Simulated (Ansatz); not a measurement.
Calculated with Ansatz (gas phase, PBE0-D4/def2-TZVP geometries, no zero-point term in ΔE). CBS: MP2 limit from def2 TZ/QZ plus the TZ coupled-cluster correction, frozen cores. This one scheme is used for every species. DFT in def2-TZVPP. Each species was taken in one conformer, which may not be the lowest.

`C[O][AlH][F]` + `CO[SiH2]N` → `C[O][AlH][O]C` + `N[SiH2]F`  (redistribution)

`C[O][AlH][F]`:

```xyz
8

C     0.804    0.992   -0.183
O    -0.255    0.145   -0.523
Al   -1.043   -1.186    0.110
F    -0.560   -1.817    1.554
H     0.449    2.024   -0.112
H     1.265    0.721    0.774
H     1.576    0.953   -0.958
H    -2.236   -1.833   -0.663
```

`CO[SiH2]N`:

```xyz
11

C    -1.371   -0.699   -0.791
O    -0.175   -1.136   -0.195
Si    1.089   -0.127    0.105
N     0.798    1.155    1.192
H    -1.906    0.008   -0.145
H    -1.188   -0.215   -1.758
H    -2.012   -1.567   -0.957
H     1.499    0.530   -1.166
H     2.118   -1.033    0.660
H     0.513    2.067    0.882
H     0.636    1.017    2.175
```

`C[O][AlH][O]C`:

Z-matrix (Å, degrees):
```
C
O 1 1.393
H 1 1.095 2 110.2
H 1 1.095 2 110.3 3 -118.8
H 1 1.097 2 112.8 3 120.5
Al 2 1.679 1 140.8 3 -123.4
O 6 1.679 2 123.8 1 -0.6
H 6 1.565 2 118.1 1 179.4
C 7 1.393 6 140.8 2 -0.5
H 9 1.095 7 110.3 6 117.7
H 9 1.097 7 112.8 6 -2.9
H 9 1.095 7 110.2 6 -123.4
```

`N[SiH2]F`:

```xyz
7

N    -0.596   -0.042    0.860
Si    0.391    0.140   -0.506
F     0.543   -1.182   -1.403
H    -1.601   -0.048    0.795
H    -0.273   -0.504    1.693
H     1.757    0.479   -0.051
H    -0.221    1.158   -1.389
```

```csv
level,ΔE (kJ/mol)
ωB97X-V,8.7
HF/CBS(def2),6.1
```

What does CCSD(T)/CBS give? (Best estimate.)

Ansatz gave: +10.7 kJ/mol. The listed levels differ from it by -2.0, -4.6 kJ/mol.

Largest T1 diagnostic among the species: 0.013.

In def2-TZVPP, CCSD(T) changes the Hartree–Fock value by +4.0 kJ/mol (the triples alone add +0.6 kJ/mol) and MP2 by +5.2 kJ/mol.
